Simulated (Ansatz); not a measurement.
`[NH2][Ge]([Cl])([Cl])[Cl]`, charge 0, multiplicity 1.

Task: Give a relaxed structure at PBE0-D4/def2-TZVP (Ansatz 0.2.0). (Best estimate.)

Result: Computed: 
Z-matrix (Å, degrees):
```
Ge
Cl 1 2.123
Cl 1 2.123 2 110.8
N 1 1.803 2 108.1 3 118.3
Cl 1 2.140 2 107.2 3 -116.6
H 4 1.011 1 114.1 2 55.8
H 4 1.011 1 114.1 2 -176.5
```
Point group Cs.
